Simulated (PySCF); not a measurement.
Species: C6H11F.
Z-matrix (Å and degrees, PBE0-D3(BJ)/def2-TZVP geometry), rows numbered from 1:
```
F 
C   1  1.3999
C   2  1.5140  1  108.47
C   3  1.5232  2  111.98  1    67.71
C   4  1.5226  3  111.23  2    53.89
C   5  1.5225  4  111.03  3   -55.96
C   2  1.5142  1  108.38  3   122.61
H   2  1.0950  1  105.96  3  -118.73
H   3  1.0932  2  109.01  1   -55.68
H   3  1.0965  2  107.64  1  -171.42
H   4  1.0946  3  109.05  2   -66.86
H   4  1.0935  3  109.74  2   176.50
H   5  1.0935  4  110.30  3  -178.60
H   5  1.0979  4  109.26  3    64.60
H   6  1.0934  5  110.62  4   178.48
H   6  1.0949  5  109.38  4   -64.26
H   7  1.0963  2  107.77  1   171.37
H   7  1.0933  2  108.90  1    55.63
```

Computed with PySCF at wB97X-D/pcSseg-2, non-relativistic, on one gas-phase PBE0-D3(BJ)/def2-TZVP geometry that isn't relaxed in the solvent. The solvent is an IEF-PCM continuum (cavity from Bondi-type radii × 1.2). Only the electrostatic response of the medium enters.

Gas phase at wB97X-D/pcSseg-2: HOMO -10.36 eV, LUMO 2.22 eV, dipole 1.85 D.

Problem. What does the continuum do to the energy, the frontier levels and the dipole at wB97X-D/pcSseg-2 in chloroform?

Solution. 
```
   solvent      ε  E(solvent) − E(gas) (kJ/mol)  polarisation term (kJ/mol)  distortion of the solute (kJ/mol)  HOMO (eV)  LUMO (eV)  dipole (D)
chloroform  4.711                         -8.39                       -9.33                               0.94     -10.24       2.40        2.27
```

The first energy column is the sum of the next two and covers electrostatics alone.

Problem. Which radius a makes the point-dipole formula ΔE = −[(ε − 1)/(2ε + 1)]·μ²/a³ give the value in chloroform, with the gas-phase dipole?

Solution. μ = 0.727 au and |ΔE| = 0.00320 Eh give a = 2.06 Å; the farthest nucleus lies 2.49 Å from the centroid of the nuclei, so such a sphere wouldn't even hold the nuclei. The formula assumes a rigid point dipole at the centre of a sphere.

The pairwise dispersion term of wB97X-D wasn't added to the energies; at a given geometry it leaves orbitals and properties as they are.
